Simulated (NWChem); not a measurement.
Species: BH₂OI; SMILES B(I)O

```xyz
5

B     -0.5953     1.4772     0.0000
H     -1.7713     1.7223     0.0000
I      0.0220    -0.5859     0.0000
O      0.2954     2.4702     0.0000
H      1.2176     2.1851     0.0000
```
Atoms are numbered in this order, from 1.

Results from NWChem. Coordinates come from a PBE0/def2-SVP optimisation. def2 effective core potentials on I; no spin-orbit coupling. LC-ωPBE (HJS hole) with def2-SVP; x = 1 − exp(−ω/0.25 bohr⁻¹) is a scale chosen for this fit.

```
row           x  −ε(HOMO) (eV)
--------  -----  -------------
ω = 0.05  0.181           7.20
ω = 0.10  0.330       withheld
ω = 0.20  0.551           9.02
ω = 0.25  0.632           9.43
ω = 0.35  0.753          10.05
```

Problem. Fit a straight line of the last column on the one before it, predict the withheld value, and compare with the run.

Solution. 
1. Means of the 4 shown rows: x = 0.5292, y = 8.925. Slope Σ(x − x̄)(y − ȳ)/Σ(x − x̄)² = 0.9064/0.1824 = 4.970; intercept 6.295.
2. The shown rows scatter about the line by 0.010 (root mean square); the largest residual is -0.01, at ω = 0.20.
3. At x = 0.330 (ω = 0.10; inside the shown range) the line gives 7.94.
4. The run gives 7.90, -0.04 from the line.
